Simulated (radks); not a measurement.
Results of a calculation; reference values are marked as such.
The mean radii <r> (bohr) of the occupied orbitals of an atom or ion are listed with their occupations. Code: a radial shooting solver on a logarithmic mesh with Libxc functionals. Model: scalar-relativistic Kohn-Sham, PBEsol, spin-polarised, spherical densities, finite nucleus; Fermi nuclear charge, rms radius of each element as measured or else 0.836 A^(1/3) + 0.57 fm.

orbital  occ.      <r>
1s up       1  0.03430
1s down     1  0.03430
2s up       1   0.1482
2s down     1   0.1482
2p up       3   0.1290
2p down     3   0.1290
3s up       1   0.3716
3s down     1   0.3719
3p up       3   0.3623
3p down     2   0.3626

Name the element and its charge. Open shells, if any, are filled with parallel spins first.

Answer. Z = 43, technetium, charge +26: Tc26+ in [Ne] 3s2 3p5. The 1s radius gives Z: for a bare nucleus <r> = (2 gamma + 1)/(2Z) with gamma = sqrt(1 - (Z/c)^2), 0.03371 bohr for Z = 43, and screening makes it slightly larger (0.03430 here). The occupations add up to 17, and the charge is Z minus that.
